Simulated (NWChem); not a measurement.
Molecule: Si₂H₆S; SMILES [SiH3]S[SiH3]

Task: Give the equilibrium geometry at PBE0/def2-SVP (NWChem) as a list of bonds and angles, with the point group.

Result: point group C2v; any orientation.
Bonds (Å): Si1–S2 2.152, Si1–H4 1.494, Si1–H5 1.490, Si1–H6 1.494, S2–Si3 2.152, Si3–H7 1.494, Si3–H8 1.490, Si3–H9 1.494. Angles (°): S2–Si1–H4 111.1, S2–Si1–H5 105.9, S2–Si1–H6 111.1, H4–Si1–H5 110.0, H4–Si1–H6 108.6, H5–Si1–H6 110.0, Si1–S2–Si3 99.9, S2–Si3–H7 111.1, S2–Si3–H8 105.9, S2–Si3–H9 111.1, H7–Si3–H8 110.0, H7–Si3–H9 108.6, H8–Si3–H9 110.0.
